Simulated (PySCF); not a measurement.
## How methods differ on the ionisation energy of Os

Os [Xe] 4f14 5d6 6s2 [5d3/2^4 5d5/2^2, M_J = 4] → Os⁺ [Xe] 4f14 5d6 6s1 [5d3/2^4 5d5/2^2 6s1/2^1, M_J = 9/2], as a difference of total energies. Calculation: PySCF 2.14, in x2c-SVPall-2c with one added diffuse shell each of s, d type (8s9p10d2f, 99 functions); the two-component X2C-1e Hamiltonian. "Screened" scales the spin-orbit matrix elements by Boettger's factors to mimic the two-electron term; Breit and QED terms are absent.

```json
{"method": "GHF (spin-free)", "ionisation energy (eV)": "6.573"}
{"method": "GHF (screened spin-orbit)", "ionisation energy (eV)": "6.578"}
```

The spin-free rows relax to the high-spin LS determinant and lack the spin-orbit shift.

Errors of the correlated levels include the incompleteness of this basis and the frozen core.

The labels give the starting determinants; with spin-orbit coupling the two ends relaxed to ⟨J²⟩ = 20.09, ⟨L²⟩ = 6.82, ⟨S²⟩ = 5.72 and ⟨J²⟩ = 24.77, ⟨L²⟩ = 6.66, ⟨S²⟩ = 8.43.

For comparison: 8.438 eV (measured; NIST Atomic Spectra Database, ionization energies).
